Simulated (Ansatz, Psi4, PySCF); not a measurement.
H$_{4}$Si$_{2}$ (SMILES [SiH][SiH3]), singlet, geometry from GFN2-xTB. Base run: HF/STO-3G (PySCF).

Geometry (Å):
```xyz
6

Si    -0.2889     0.9465     0.7715
H      0.3826     2.1223     0.1297
Si     0.2073    -0.8077    -0.5974
H      0.9963    -0.8613    -1.8410
H     -1.0917    -1.3884    -0.9892
H      0.8549    -1.8159     0.2642
```
Charge 0, spin multiplicity 1.
All else is at PySCF's defaults.

The same geometry, method and basis name were run in Ansatz (a first-principles code) and Psi4 and PySCF, at each program's defaults and at the settings that a row names. The base is PySCF at its defaults. Differences at the defaults can come from grids, fitting, cores and function types together.

```csv
code and settings,ΔE vs base (µEh),basis functions,E (Eh),SCF cycles,dipole (D)
"PySCF, defaults (exact integrals, spherical functions)",0.0,22,-573.44440,7,1.19
"Psi4, defaults (density fitting with its default set, spherical functions)",-549,22,-573.44495,6,1.19
"Ansatz, defaults (factorised integrals, spherical functions)",3.7,22,-573.44440,-,-
"PySCF, density fitting with def2-universal-jkfit",-549,22,-573.44495,7,1.19
"Psi4, exact integrals, spherical functions",0.1,22,-573.44440,8,1.19
"Ansatz, high accuracy",0.1,22,-573.44440,-,-
```
